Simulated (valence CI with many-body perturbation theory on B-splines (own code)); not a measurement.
**Which ion has this spectrum?**

A relativistic CI+MBPT calculation for an atom or ion with 49 electrons gives these levels (cm⁻¹):

```tsv
J	Parity	E	g
9/2	odd	0.0	0.78
3/2	odd	46296	0.72
11/2	odd	50047	0.97
5/2	odd	72017	0.79
9/2	odd	78008	1.01
13/2	odd	82870	1.06
5/2	odd	92936	0.92
3/2	odd	94064	1.41
7/2	odd	95297	1.02
15/2	odd	106101	1.10
7/2	odd	112308	1.06
11/2	odd	128738	1.09
13/2	odd	130095	0.99
1/2	odd	130812	0.31
```

The energies are calculated, and their last digits are not significant.

(1) Which is it?
A. At36+
B. Rn37+
C. Bi34+
D. Hg31+

## Answers

(1) C. Bi34+, ground level (4f5/2^3) J=9/2.
